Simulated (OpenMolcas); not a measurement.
Ti2+ (d2) on a cation site of an ionic host was computed by SS-CASPT2, IPEA 0.25 Eh, imaginary shift 0.1 Eh with the d shell active (OpenMolcas, ANO-RCC-VDZP on the metal). Its lowest spin-free states, and all those of the highest spin:

| 2S+1 | Degeneracy | E (cm-1) |
| --- | --- | --- |
| 3 | 1 | 0 |
| 3 | 3 | 5580 |
| 1 | 2 | 9610 |
| 3 | 3 | 9890 |
| 1 | 3 | 14930 |
| 1 | 1 | 16750 |
| 3 | 3 | 18200 |
| 1 | 3 | 20130 |
| 1 | 2 | 25330 |
| 1 | 3 | 25460 |
| 1 | 1 | 41480 |

Is the site octahedral, tetrahedral or cube-like, axial, or of lower symmetry?

The states with 2S+1 = 3 have orbital degeneracies 1, 3, 3, 3. Threefold states need a cubic site. For d2 at this spin an octahedron puts the threefold T1 below the threefold T2 and a tetrahedron or cube puts the single A2 below the threefold T2, so the site is a tetrahedron or a cube, which this pattern cannot tell apart. The first gap at this spin, 5580 cm-1, is |10Dq| in ligand-field theory. The run had Ti2+ with its 8 nearest fluoride ions at 2.373 Å, on the Sr site of SrF2 (a = 5.796 Å, distance in the model lattice 2.510 Å). The rest of the host is ab initio model potentials to 7.6 Å and point charges beyond; the distance is set by hand and nothing relaxes. Ligand basis ANO-RCC-VDZP.

Roots that are degenerate in the reference are averaged as groups; the widest CASPT2 spread within a group is 590 cm-1 (the 3-fold group of multiplicity 3 near 5580 cm-1 above the lowest state of its run). Shifts and gaps below about the spread of the groups concerned are not significant. Over all roots computed the reference weight is 0.69 to 0.70; a low but even weight reflects the number of correlated electrons. Ligand-to-metal charge-transfer states are missing. These CASPT2 states fit no ligand-field parameters well, so their order and spin gaps are uncertain. With no ligand orbital active B as a rule stays too high, so bands that hang on it stand too high and its fall with covalency is understated. With one d shell and no ligand orbital active, 10Dq can be off by tens of per cent for divalent 3d ions, low with halides held by bare charges and at times high in hosts. Free-ion shares, where given, are those of the reference states; single-state CASPT2 does not remix them. No measured value stands beside these numbers; the geometry was set by hand and not optimised.
